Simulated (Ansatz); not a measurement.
5-(furan-2-yl)pyrimidine (C₈H₆N₂O), SMILES c1c(-c2cncnc2)occ1. Atoms are numbered in the order given.

```xyz
17

C     -3.1680     0.2884     0.6443
C     -3.0223    -0.2740    -0.5934
O     -1.7084    -0.4096    -0.8957
C     -0.9828     0.0699     0.1565
C      0.4645     0.0212     0.0449
C      1.1166    -0.4956    -1.0903
N      2.4432    -0.5403    -1.1927
C      3.1435    -0.0682    -0.1599
N      2.6399     0.4448     0.9663
C      1.3149     0.4876     1.0643
C     -1.8430     0.5133     1.1347
H     -4.1048     0.5158     1.1477
H     -3.7255    -0.6176    -1.3470
H      0.5315    -0.8803    -1.9317
H      4.2360    -0.1042    -0.2423
H      0.8999     0.9083     1.9877
H     -1.5642     0.9485     2.0911
```
Charge 0, spin multiplicity 1.

Geometry: B3LYP-D3(BJ)/def2-SVP. The values are those of a single conformer.

Two levels are set side by side: PBE-D3(BJ)/def2-SVP (Ansatz, a first-principles code) and B3LYP-D3(BJ)/def2-SVP (Ansatz). Each level has its own optimised geometry; the coordinates shown are those of the second. Differences are taken from unrounded values.

```csv
quantity,B3LYP-D3(BJ)
mean bond length (Å),1.280
bond C1–C2 (Å),1.367
bond C1–C11 (Å),1.431
bond C2–O3 (Å),1.355
bond O3–C4 (Å),1.365
bond C4–C5 (Å),1.452
bond C4–C11 (Å),1.376
bond C5–C6 (Å),1.408
bond C5–C10 (Å),1.407
bond C6–N7 (Å),1.331
bond N7–C8 (Å),1.334
bond C8–N9 (Å),1.336
bond N9–C10 (Å),1.329
bond C1–H12 (Å),1.087
bond C2–H13 (Å),1.086
bond C6–H14 (Å),1.095
bond C8–H15 (Å),1.096
```

Question: What does PBE-D3(BJ) give, and how far is it from B3LYP-D3(BJ)? (An estimate is asked for; the answer gives what the named calculation found.)

Answer: 
| quantity | PBE-D3(BJ) | PBE-D3(BJ) minus B3LYP-D3(BJ) |
|---|---|---|
| mean bond length (Å) | 1.287 | 0.007 |
| bond C1–C2 (Å) | 1.377 | 0.010 |
| bond C1–C11 (Å) | 1.430 | -0.001 |
| bond C2–O3 (Å) | 1.360 | 0.005 |
| bond O3–C4 (Å) | 1.374 | 0.008 |
| bond C4–C5 (Å) | 1.452 | -0.001 |
| bond C4–C11 (Å) | 1.387 | 0.011 |
| bond C5–C6 (Å) | 1.416 | 0.009 |
| bond C5–C10 (Å) | 1.416 | 0.008 |
| bond C6–N7 (Å) | 1.338 | 0.007 |
| bond N7–C8 (Å) | 1.342 | 0.008 |
| bond C8–N9 (Å) | 1.344 | 0.008 |
| bond N9–C10 (Å) | 1.336 | 0.007 |
| bond C1–H12 (Å) | 1.095 | 0.008 |
| bond C2–H13 (Å) | 1.095 | 0.008 |
| bond C6–H14 (Å) | 1.104 | 0.009 |
| bond C8–H15 (Å) | 1.105 | 0.009 |

Exact exchange shortens and stiffens bonds; PBE has none. Differences between two approximate levels are no errors against the true value.
